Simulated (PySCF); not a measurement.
Harmonic spectrum computed at PBE0 in the def2-TZVP basis family (core potentials from Rb on, PySCF, no spin–orbit coupling):

```csv
symmetry,ω (cm⁻¹),IR (km/mol)
a'',172,11.5
a',188,18.3
a',261,22.0
a',556,4.4
a'',742,99.5
a',769,145
```

Task: Which molecule gave it? In each, all ligands are bound to the one heavy central atom.
A. GeSF₂ (singlet)
B. TeSF₂ (singlet)
C. SeSF₂ (singlet)
D. SiSF₂ (singlet)

Result: A. It has Cs symmetry with Ge–F 1.707 Å (×2), Ge–S 2.001 Å.
